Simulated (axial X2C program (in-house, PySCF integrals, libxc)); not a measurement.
**SeBr⁺: properties at the nuclei**

Computed with an in-house all-electron X2C program for linear molecules (integrals from PySCF): two-component X2C with atomic mean-field Coulomb and Gaunt terms, Gaussian nuclei, basis Br dyall-cv3z, Se dyall-cv3z with contracted cores.

R = 2.176 Å (near the PBE0 minimum at charge 1 of the determinant lowest at the starting distance; the state shown can have its own minimum elsewhere).

Determinant lowest in the PBE0 search, Ω = 1 (⟨Sz⟩ = 1.00, ⟨Lz⟩ = 0.00 at PBE0), spin on the atoms Br 0.21, Se 0.79:

| level | Eeff magnitude (GV/cm) | Ws magnitude Br (kHz) | Ws magnitude Se (kHz) | A∥/gI Br (MHz) | qzz Br (a.u.) | A∥/gI Se (MHz) | qzz Se (a.u.) |
| --- | --- | --- | --- | --- | --- | --- | --- |
| PBE0 | 0.194 | 0.0255 | 0.0905 | -172 | 6.72 | -566 | 2.58 |
| HF | 0.693 | 0.128 | 0.398 | -31.8 | 8.74 | -418 | 1.13 |
| PBE50 | 0.291 | 0.0613 | 0.165 | -120 | 7.38 | -528 | 2.15 |
| B3LYP | 0.0881 | 0.0131 | 0.0341 | -178 | 6.47 | -523 | 2.88 |
| r2SCAN | 0.303 | 0.0889 | 0.198 | -146 | 6.53 | -523 | 2.79 |

Determinant 0.50 eV from it at PBE0 and this distance, Ω = 0 (closed shell), highest spinor 66% Se p, 30% Br p:

```csv
level,qzz Br (a.u.),qzz Se (a.u.)
PBE0,5.94,3.40
HF,7.61,2.00
PBE50,6.47,3.00
B3LYP,5.88,3.53
r2SCAN,5.58,3.79
```

Eeff is the effective electric field on the electron electric dipole moment in this Ω state and Ws the scalar–pseudoscalar constant of the nucleus named (defined with the proton number Z and per Ω); A∥ (defined per Ω) follows by multiplying with gI = μI/(I μN); qzz is the electric field gradient, eQq0 = 234.96 MHz × Q/barn × qzz. The operators were transformed with the bare-nucleus X2C matrices; with these basis sets, hyperfine constants and field gradients can be off by tens of per cent, and where levels differ in sign neither size nor sign is settled.

Question: With Q(79Br) = 0.3087 barn, gI(77Se) = 1.0701 (g factors from the IAEA table of nuclear moments by Stone; Q from Pyykkö, Mol. Phys. 2018), turn the PBE0 values of the first state into constants in MHz.

Answer: eQq0(79Br) = 234.96 × (0.3087) × (6.72) = 487 MHz; A∥(77Se) = -566 × 1.0701 = -606 MHz.

Each state is one determinant with collinear spin, which with several unpaired electrons need not be a pure state. Unrestricted Hartree–Fock can overshoot spin polarisation at the nuclei. A closed determinant beside an open π² or δ² triplet, such as (π1/2)², mixes with its partner pair into the 0⁺ component of the triplet and ¹Σ⁺, so its energy is not that of a level, and 0⁺ can lie lowest. With several open shells hyperfine constants can be off by a factor of several. Where Eeff spreads by more than a factor of two the levels disagree and none is to be relied on. Open-shell Ω = 0 determinants with evenly filled partner blocks cannot be reached by this program, so the Ω shown need not be the lowest component. States lie within half an eV, so the first need not be the ground state. Further determinants of the search, some of them spin-mixed, are not shown. Where a field gradient or hyperfine factor spreads by more than a factor of two over the levels, a constant derived from it is not to be relied on. PBE0 term energies can be off by some tenths of an eV.
